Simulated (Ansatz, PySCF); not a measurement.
Ge(F)(Cl)2(OH) (Cl2FGeHO), SMILES [OH][Ge]([F])([Cl])[Cl]. Atoms are numbered in the order given.

```xyz
6

O     -1.6203    -0.9091    -0.5566
Ge    -0.2009    -0.1592     0.1442
F     -0.2167    -0.3893     1.8581
Cl     1.5116    -1.1273    -0.6602
Cl    -0.1574     1.9570    -0.1793
H     -2.4432    -0.4601    -0.3121
```

Coordinates come from a B3LYP-D3(BJ)/def2-SVP optimisation. The structure was generated by enumeration, and PubChem lists no compound with its InChIKey, so it may never have been made. Other conformers were not sampled.

Two levels are set side by side: PBE-D3(BJ)/def2-SVP (Ansatz, a quantum-chemistry and plane-wave program) and B3LYP-D3(BJ)/def2-SVP (Ansatz). Each level has its own optimised geometry; the coordinates shown are those of the second. Frequencies come from the Hessian of PySCF at each geometry. Differences are taken from unrounded values.

```tsv
quantity	B3LYP-D3(BJ)
mean bond length (Å)	1.743
bond O1–Ge2 (Å)	1.752
bond Ge2–F3 (Å)	1.729
bond Ge2–Cl4 (Å)	2.125
bond Ge2–Cl5 (Å)	2.141
bond O1–H6 (Å)	0.969
highest harmonic wavenumber (cm⁻¹)	3820
mean harmonic wavenumber (cm⁻¹)	684
zero-point energy (kcal/mol)	11.73
```

What does PBE-D3(BJ) give, and how far is it from B3LYP-D3(BJ)? (The exact figures need the calculation; the answer reports its results.)


| quantity | PBE-D3(BJ) | PBE-D3(BJ) minus B3LYP-D3(BJ) |
|---|---|---|
| mean bond length (Å) | 1.753 | 0.010 |
| bond O1–Ge2 (Å) | 1.766 | 0.015 |
| bond Ge2–F3 (Å) | 1.743 | 0.013 |
| bond Ge2–Cl4 (Å) | 2.132 | 0.006 |
| bond Ge2–Cl5 (Å) | 2.149 | 0.007 |
| bond O1–H6 (Å) | 0.978 | 0.009 |
| highest harmonic wavenumber (cm⁻¹) | 3707 | -112 |
| mean harmonic wavenumber (cm⁻¹) | 664 | -20 |
| zero-point energy (kcal/mol) | 11.39 | -0.34 |

Exact exchange shortens and stiffens bonds; PBE has none. Differences between two approximate levels are no errors against the true value.
